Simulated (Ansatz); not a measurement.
CHF₂NSi (`FC1=N[SiH]1F`), relaxed with RKS PBE-D4/def2-SVP in Ansatz 0.2.0 from a rough embedded geometry. The force threshold is 0.03 eV/Å; the program also tests the step.

Total charge 0; spin multiplicity 1.

Start:

```xyz
6

F     2.253   -0.125   -0.506
C     0.886   -0.003   -0.382
N     0.016    0.481   -1.209
Si   -0.461   -0.237    0.609
F    -1.100    1.081    1.296
H    -1.594   -1.197    0.192
```

By how much does the energy fall, and how many steps does the optimiser take? (An estimate is asked.)

Ansatz gave: 0.90 eV, in 7 steps.

Which bonds change most? (Estimate.)

Computed: N3–Si4 from 2.012 to 1.809 Å; C2–Si4 from 1.689 to 1.777 Å; Si4–H6 from 1.542 to 1.484 Å; F1–C2 from 1.377 to 1.324 Å.

Give the relaxed structure. (An estimate is asked.)

The calculation gave: 
```xyz
6

F     2.289   -0.142   -0.547
C     0.980   -0.024   -0.387
N     0.117    0.489   -1.196
Si   -0.639   -0.092    0.341
F    -1.164    1.008    1.419
H    -1.583   -1.238    0.370
```
